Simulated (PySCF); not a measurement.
Isomers of C5H14SSi, from PBE0-D3(BJ)/def2-SVP geometry optimisation, gas phase (PySCF). One conformer each, no zero-point energy, no frequencies.

Question: Which is lower in electronic energy at this level?
A. `[CH3:1][CH2:2][CH2:3][CH2:4][CH2:5][S:6][SiH3:7]` with C1–C2–C3–C4 177°, C2–C3–C4–C5 66°, C3–C4–C5–S6 -178°, C4–C5–S6–Si7 -70°: A = 4830, B = 577.2, C = 538.3 MHz, dipole 1.74 D
B. `[CH3:1][S:2][SiH2:3][C:4]([CH3:5])([CH3:6])[CH3:7]` with C1–S2–Si3–C4 180°: A = 3311, B = 948.7, C = 894.5 MHz, dipole 0.89 D

Answer: B. That is `CS[SiH2]C(C)(C)C`, 6.8 kcal/mol below the other.

```tsv
SMILES	mapped SMILES	E (Eh)	relative (kcal/mol)	relative (kJ/mol)	dipole (D)
CS[SiH2]C(C)(C)C	[CH3:1][S:2][SiH2:3][C:4]([CH3:5])([CH3:6])[CH3:7]	-885.82771	0.0	0.0	0.89
CCCCCS[SiH3]	[CH3:1][CH2:2][CH2:3][CH2:4][CH2:5][S:6][SiH3:7]	-885.81680	6.8	28.7	1.74
```

As drawn, the lower has an Si–C bond, which the higher lacks.
